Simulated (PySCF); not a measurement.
## Correlation energy of B (boron, neutral)

[He] 2s2 2p1, 2P determinant. Calculation: PySCF 2.14, in def2-TZVP (5s3p2d1f, 31 functions); the non-relativistic Hamiltonian (point nucleus). Frozen: 1s2; 3 electrons correlated.

MP2 pair energies summed by pair of shells (mhartree):

```json
{"pair": "2s-2s", "energy": "-24.40", "share (%)": "56.1"}
{"pair": "2s-2p", "energy": "-19.10", "share (%)": "43.9"}
```

Total MP2 correlation energy: -43.50 mhartree.

Same-spin part -3.13 and opposite-spin part -40.38 mhartree; SCS-MP2 scales them by 1/3 and 6/5 to -49.49 mhartree.

| level | correlation energy (mhartree) |
| --- | --- |
| CCSD | -64.26 |
| (T) | -1.31 |
| CCSD(T) | -65.57 |

Diagnostics: T1 = 0.014, D1 = 0.0259, largest double amplitude 0.107.

Q: Is a single reference adequate?

A: Mostly. T1 lies below 0.03, but a double amplitude of this size points to a near-degeneracy that CCSD handles and MP2 describes poorly.
